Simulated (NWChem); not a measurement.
**Correlation energy of isocyanic acid (CHNO)**

```
C
O 1 1.1649
N 1 1.2104 2 172.97
H 3 1.0086 1 128.31 2 180.00
```
Charge 0, spin multiplicity 1.

Everything below was run with NWChem. Structure: optimised with PBE0/def2-SVP, a minimum by its harmonic frequencies.

Basis set: STO-3G. Each correlation energy counts from its own Hartree-Fock reference.

| method | correlation energy (mHa) | difference from CCSD(T) |
|---|---|---|
| SCS-MP2 | -192.6 | +23.1 |
| CCSD+T(CCSD) | -218.8 | -3.0 |
| MP2 | -196.6 | +19.1 |
| CR-CCSD[T] | -214.9 | +0.8 |
| CCSDT | -216.2 | -0.5 |
| CR-CCSD(T) | -212.5 | +3.3 |
| CCSD(T) | -215.7 | 0.0 |
| CCSD | -198.8 | +16.9 |

The values span 26.2 mHa, from CCSD+T(CCSD) (lowest) to SCS-MP2 (highest). 

The correlated methods keep 3 core orbitals frozen. Coupled-cluster values serve here as a point of comparison, not as the truth.
